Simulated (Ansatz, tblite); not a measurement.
Isomers of Tl₃H₄ (doublet), found by a short tight-binding search and relaxed with PBE-D4/def2-SVP in Ansatz.

In the def2 sets Tl takes a core potential; there is no spin–orbit coupling. The xTB rows come from tblite. LC-ωPBE has ω = 0.4 bohr⁻¹. Correlated methods freeze 12 core orbitals; core or outer-core shells of Tl are correlated, in sets that lack core-valence functions.

Other spin states weren't relaxed.

A:

Cartesian coordinates in Å:
```
Tl 2.370 -0.472 0.512
Tl -0.511 1.523 -1.020
Tl -1.394 -1.143 0.610
H 1.459 1.119 -0.591
H -1.161 -0.448 -1.362
H 0.583 -1.528 1.027
H -1.346 0.949 0.823
```

B:

```xyz
7

Tl    1.1210    0.9435    0.8841
Tl    0.6000   -2.0057   -1.4551
Tl   -2.3928    0.6867   -0.5339
H    -0.5707    1.6247    0.2162
H    -1.2341   -0.9829   -1.1492
H     0.8372    0.1070    2.4837
H     1.6394   -0.3732   -0.4458
```

C:

```tsv
atom	x (Å)	y (Å)	z (Å)
Tl1	0.241	-0.044	0.003
Tl2	-2.734	0.539	-0.264
Tl3	3.477	0.175	0.119
H4	1.799	-1.206	0.410
H5	-1.134	-1.176	-0.750
H6	-0.681	1.398	-0.965
H7	-0.968	0.314	1.446
```

Q: Estimate their order by electronic energy at ωB97X-V/def2-TZVP, counted from the lowest.

A: B (0.0) < A (1.1) < C (11.3), in kcal/mol.

Q: Do the other levels pick the same lowest one?

A: Not GFN1-xTB, GFN2-xTB, PBE-D4/def2-SVP, PBE-D4/def2-TZVP, r2SCAN-D4/def2-TZVP, B97M-V/def2-TZVP, PBE0-D4/def2-SVP, PBE0-D4/def2-TZVP, MP2/def2-TZVP. Energies above each level's lowest (kcal/mol):

```tsv
level	A	B	C
GFN1-xTB	0.0	7.1	24.9
GFN2-xTB	0.0	12.3	28.1
HF/def2-SVP	10.6	0.0	19.8
HF/def2-TZVP	10.3	0.0	18.7
PBE-D4/def2-SVP	0.0	3.2	14.7
PBE-D4/def2-TZVP	0.0	3.3	13.8
r2SCAN-D4/def2-TZVP	0.0	3.3	13.6
B97M-V/def2-TZVP	0.0	4.3	14.6
PBE0-D4/def2-SVP	0.0	1.3	13.3
PBE0-D4/def2-TZVP	0.0	1.5	12.4
LC-ωPBE/def2-TZVP	2.6	0.0	10.9
ωB97X-V/def2-TZVP	1.1	0.0	11.3
MP2/def2-SVP	0.0	0.0	10.8
MP2/def2-TZVP	0.0	3.9	11.2
CCSD/def2-SVP	2.1	0.0	12.2
CCSD(T)/def2-SVP	0.1	0.0	11.2
```
Point groups (tolerance 0.1 Å): A C2v, B Cs, C not assigned. Lower isomers may exist.
